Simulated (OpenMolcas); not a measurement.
# Mo3+: effect of the metal basis

Mo3+ with its 6 nearest fluoride ions at 1.978 Å, on the Ga site of K2NaGaF6 (a = 8.246 Å, distance in the model lattice 1.938 Å). The rest of the host is ab initio model potentials to 7.6 Å and point charges beyond; the distance is set by hand and nothing relaxes.

```yaml
Program: OpenMolcas
Method: CASSCF
Spin-orbit_coupling: RASSI with atomic mean-field integrals over the reference wave functions
```

Fixed: ligand basis ANO-RCC-VDZP, active space 3 electrons in 5 orbitals (4d), DKH2 Hamiltonian.

States (labels of O, the rotations of Oh). Energies in cm-1 above the lowest state or level, χT in cm3 K/mol; 10Dq and B are least-squares fits to the states below 45000 cm-1, weighted by degeneracy, with a free offset, and given where the rms deviation is under 5 % of |10Dq| (or 100 cm-1) and under 700 cm-1.

```
Run   Metal basis  Ground state  First state of that spin   10Dq  B (rms of fit)  First gap with spin-orbit (degeneracies)  χT at 300 K  First state of another spin                     Cost
  A  ANO-RCC-VDZP           4A2                 4T2 30959  30707        742 (89)                              14409 (4, 4)        1.791                     2E 14451  roughly 24 core-seconds
  B  ANO-RCC-VTZP           4A2                 4T2 30040  29961        742 (53)                              14477 (4, 4)        1.791                     2E 14523  roughly 30 core-seconds
```

Against A, |10Dq| changes by -2.4 % in B.

Costs are those of the RASSCF and RASSI steps.

Without dynamic correlation the repulsion within the d shell is too large (B by tens of per cent), so at a given field states of lower spin stand too high. The least metal-like active orbital is 82 % on the metal (Löwdin) and no ligand orbital is active, so the numbers are rough. With metal d orbitals alone the field can be off either way by tens of per cent. Ligand-to-metal charge-transfer states are missing. With no ligand orbital active B as a rule stays too high, so bands that hang on it stand too high and its fall with covalency is understated. No measured value stands beside these numbers; the geometry was set by hand and not optimised.
